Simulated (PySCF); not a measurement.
BH6OPSi.
SMILES: `BP[SiH2]O`

Torsions of this conformer, `[BH2:1][PH:2][SiH2:3][OH:4]`: B1–P2–Si3–O4 166°, H–O4–Si3–P2 -54°.

The closed-shell ground state was solved at several levels (PySCF, density fitting, gas phase, non-relativistic). Isolated species at its PBE0-D3(BJ)/def2-SVP geometry (one conformer only).

| level | basis functions | total energy (Eh) | HOMO (eV) | LUMO (eV) | gap (eV) | dipole (D) |
| --- | --- | --- | --- | --- | --- | --- |
| PBE/pcSseg-2 | 242 | -734.1968 | -6.50 | -2.69 | 3.81 | 0.79 |
| CAM-B3LYP/def2-SVPD | 139 | -734.2520 | -8.67 | -0.69 | 7.98 | 0.61 |

Question: What might PBE0/pcSseg-1 (112 basis functions) give for the same quantities?

Answer: Total energy -734.1431 Eh, HOMO -7.50 eV, LUMO -1.74 eV, gap 5.76 eV, dipole 0.55 D.

Question: Over all these levels, which gives the widest orbital gap and which the narrowest?

Answer: CAM-B3LYP/def2-SVPD (range-separated hybrid) has the widest, 7.98 eV, and PBE/pcSseg-2 (GGA) the narrowest, 3.81 eV. Functional and basis both differ between the two, so the spread mixes both effects.

Question: How far do the dipole and the HOMO energy spread over the levels?

Answer: The dipole runs from 0.55 to 0.79 D (mean 0.65 D) and the HOMO from -8.67 to -6.50 eV.
